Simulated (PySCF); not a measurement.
**Dipole moment and polarisability of `FC(F)=CCC(F)F`**

Compound: C4H4F4.
Cartesian coordinates in Å at the GFN2-xTB level; atoms count from 1:
```xyz
12
C4H4F4 angstrom
F      2.935    0.571    1.147
C      1.740    0.784    0.617
F      1.454    2.080    0.664
C      0.963   -0.153    0.112
C     -0.378    0.125   -0.489
C     -1.484   -0.595    0.280
F     -2.684   -0.352   -0.295
F     -1.304   -1.936    0.234
H      1.309   -1.174    0.134
H     -0.403   -0.242   -1.518
H     -0.598    1.192   -0.485
H     -1.550   -0.302    1.339
```

Level: CAM-B3LYP/def2-SVPD (PySCF), static field, nuclei fixed, core orbitals frozen in the response. The polarisability tensor in these axes (au):

```
x   59.96  6.86  6.54
y    6.86 52.87  3.17
z    6.54  3.17 45.05
```

**Question.** Give the principal values, the mean and the anisotropy Δα = √{½[(α1 − α2)² + (α2 − α3)² + (α1 − α3)²]}.

**Answer.** Principal values 42.54, 48.76 and 66.57 au; mean 52.63 au = 7.80 Å³ = 8.68 × 10⁻⁴⁰ C²·m²/J; Δα = 21.60 au (41 % of the mean).

**Question.** What is the dipole moment, and where does it point?

**Answer.** (0.55, 0.46, -0.08) D, 0.72 D in size, pointing from the negative to the positive side. Measured along this direction, the outermost atoms are F8 and F7 at the negative end and F1 and F3 at the positive end.

**Question.** What depolarisation ratio follows for Rayleigh scattering of linearly polarised light, taking the static tensor?

**Answer.** ρ = 3Δα²/(45ᾱ² + 4Δα²) = 1399.8/(124625 + 1866.4) = 0.0111.

**Question.** Estimate the molar refractivity from the static electronic polarisability.

**Answer.** Lorentz–Lorenz: R = (4π/3)N_A α = 2.5225 cm³/(mol·Å³) × 7.80 Å³ = 19.7 cm³/mol, in the limit of long wavelengths.

**Question.** Along which axes do the principal values lie, and how far do the nuclei extend along each?

**Answer.** Largest value along (0.82, 0.48, 0.32), where the nuclei span 5.49 Å; middle along (-0.48, 0.87, -0.10), 3.04 Å; least along (-0.33, -0.07, 0.94), 3.07 Å. 

**Question.** Give the eigenvalues of the traceless quadrupole moment Θ = ½Σq(3rr − r²1), origin at the centre of nuclear charge.

**Answer.** -11.79, 2.79, 8.99 D·Å. The values depend on the origin, since the dipole doesn't vanish. The electronic extent ⟨r²⟩ about the same centre is 1265 bohr², a root-mean-square distance of 2.35 Å for the 64 electrons.

**Question.** Form Σ f/ω² (atomic units) for the 8 lowest TDDFT singlets, given as eV and f, and set it beside the mean polarisability, which is this sum over all singlets: 7.17, 0.0237; 7.74, 0.4008; 8.18, 0.0019; 8.33, 0.0130; 8.58, 0.0457; 9.29, 0.0060; 9.45, 0.0304; 9.64, 0.0111.

**Answer.** They add up to 6.30 au, 12.0 % of the 52.63 au; the largest single term is 4.95 au, from the state at 7.74 eV. Terms in order: 0.34, 4.95, 0.02, 0.14, 0.46, 0.05, 0.25, 0.09 au. Higher excitations give the rest. The strengths listed sum to 0.532.

Geometry: GFN2-xTB, one conformer, isolated molecule.
